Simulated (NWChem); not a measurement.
Everything below was run with NWChem. System: H$_{2}$FNSn, charge 0, spin multiplicity 1, at a geometry optimised with PBE0/def2-SVP with def2 effective core potentials on Sn. The structure started from a generated list of species. Level: PBE0/def2-TZVPD with def2 effective core potentials on Sn.

Job file:

```
start mol
memory heap 200 mb stack 900 mb global 1100 mb
geometry units angstroms nocenter noautoz
  Sn    -0.379451    -0.027715     0.000000
  F      0.816639     1.532062     0.000000
  N      1.189416    -1.303262     0.000000
  H      2.147715    -0.962590     0.000000
  H      1.149155    -2.317390     0.000000
  symmetry group Cs
end
basis spherical
  * library def2-tzvpd
end
ecp
  Sn library def2-ecp
end
dft
  xc pbe0
  semidirect memsize 60000000 filesize 0
  iterations 100
end
task dft energy
```

Output (cleaned and shortened):

```
             Northwest Computational Chemistry Package (NWChem) 7.3.0
             --------------------------------------------------------

                                NWChem Input Module
                                -------------------

 Scaling coordinates for geometry "geometry" by  1.889725989
 (inverse scale =  0.529177249)

 Turning off AUTOSYM since
 SYMMETRY directive was detected!

                             Geometry "geometry" -> ""
                             -------------------------

 Output coordinates in angstroms (scale by  1.889725989 to convert to a.u.)

  No.       Tag          Charge          X              Y              Z
 ---- ---------------- ---------- -------------- -------------- --------------
    1 Sn                  50.0000    -0.37945100    -0.02771500     0.00000000
    2 F                    9.0000     0.81663900     1.53206200     0.00000000
    3 N                    7.0000     1.18941600    -1.30326200     0.00000000
    4 H                    1.0000     2.14771500    -0.96259000     0.00000000
    5 H                    1.0000     1.14915500    -2.31739000     0.00000000

 Effective nuclear repulsion energy (a.u.)     254.3604800568

            Nuclear Dipole moment (a.u.)
            ----------------------------
        X                 Y               Z
 ---------------- ---------------- ----------------
    -0.0000321253    -0.0000113384     0.0000000000

      Symmetry information
      --------------------

 Group name             Cs
 Group number              2
 Group order               2
 No. of unique centers     5

      Symmetry unique atoms

     1    2    3    4    5


 Summary of "ao basis" -> "" (spherical)
 ------------------------------------------------------------------------------
       Tag                 Description            Shells   Functions and Types
 ---------------- ------------------------------  ------  ---------------------
 *                         def2-tzvpd                 on all atoms

                                 NWChem DFT Module
                                 -----------------
[...]
              MO Center=  1.1D+00, -1.2D+00,  2.9D-14, r^2= 1.5D+00
   Bfn.  Coefficient  Atom+Function         Bfn.  Coefficient  Atom+Function
  ----- ------------  ---------------      ----- ------------  ---------------
   105      0.388642  3 N  pz               108      0.360688  3 N  pz
   111      0.282707  3 N  pz                19      0.121462  1 Sn pz
    13     -0.114068  1 Sn pz                16      0.105669  1 Sn pz
    65     -0.080406  2 F  pz                68     -0.065613  2 F  pz
    22      0.060288  1 Sn pz                24      0.056361  1 Sn d -1

 Vector   21  Occ=0.000000D+00  E=-7.368512D-02  Symmetry=a"
              MO Center= -4.6D-01, -1.2D-01, -5.4D-13, r^2= 4.0D+00
   Bfn.  Coefficient  Atom+Function         Bfn.  Coefficient  Atom+Function
  ----- ------------  ---------------      ----- ------------  ---------------
    19      0.485293  1 Sn pz                22      0.429676  1 Sn pz
    13     -0.324510  1 Sn pz                16      0.300446  1 Sn pz
   105     -0.157941  3 N  pz               108     -0.147599  3 N  pz
   111     -0.142727  3 N  pz                65     -0.103055  2 F  pz
    68     -0.083229  2 F  pz                71     -0.083175  2 F  pz

 Vector   22  Occ=0.000000D+00  E=-2.126036D-02  Symmetry=a'
              MO Center= -7.1D-01, -4.9D-01, -3.9D-15, r^2= 5.9D+00
   Bfn.  Coefficient  Atom+Function         Bfn.  Coefficient  Atom+Function
  ----- ------------  ---------------      ----- ------------  ---------------
    21      0.748808  1 Sn py                 6      0.500548  1 Sn s
   145      0.498232  5 H  s                 18      0.446809  1 Sn py
    62     -0.352988  2 F  s                 12     -0.233389  1 Sn py
     7     -0.218247  1 Sn s                 15      0.216500  1 Sn py
   101     -0.212425  3 N  s                102     -0.212345  3 N  s

 Vector   23  Occ=0.000000D+00  E= 5.032649D-03  Symmetry=a'
              MO Center=  7.6D-01, -7.6D-01,  1.6D-13, r^2= 8.9D+00
   Bfn.  Coefficient  Atom+Function         Bfn.  Coefficient  Atom+Function
  ----- ------------  ---------------      ----- ------------  ---------------
    20      0.869732  1 Sn px                 7      0.857844  1 Sn s
   136     -0.752827  4 H  s                101      0.726173  3 N  s
   145     -0.729396  5 H  s                102      0.613120  3 N  s
    62     -0.420381  2 F  s                150     -0.418529  5 H  py
   100     -0.383291  3 N  s                140      0.382745  4 H  px

 center of mass
 --------------
 x =  -0.11424666 y =   0.05293746 z =   0.00000000

 moments of inertia (a.u.)
 ------------------
         266.737504683705           4.304168429018           0.000000000000
           4.304168429018         195.968986849065           0.000000000000
           0.000000000000           0.000000000000         462.706491532770

     Multipole analysis of the density
     ---------------------------------

     L   x y z        total         alpha         beta         nuclear
     -   - - -        -----         -----         ----         -------
     0   0 0 0      0.000000    -20.000000    -20.000000     40.000000

     1   1 0 0     -0.530994    -10.304299    -10.304299     20.077604
     1   0 1 0     -1.048330     -1.257392     -1.257392      1.466454
     1   0 0 1     -0.000000     -0.000000     -0.000000      0.000000

     2   2 0 0    -25.976200    -57.636993    -57.636993     89.297786
     2   1 1 0     -2.322117      6.141085      6.141085    -14.604286
     2   1 0 1     -0.000000     -0.000000     -0.000000      0.000000
     2   0 2 0    -27.635111    -84.039220    -84.039220    140.443329
     2   0 1 1      0.000000      0.000000      0.000000      0.000000
     2   0 0 2    -25.657381    -12.828691    -12.828691      0.000000

 Task  times  cpu:        5.7s     wall:        5.7s

 Total times  cpu:        5.7s     wall:        5.7s
```
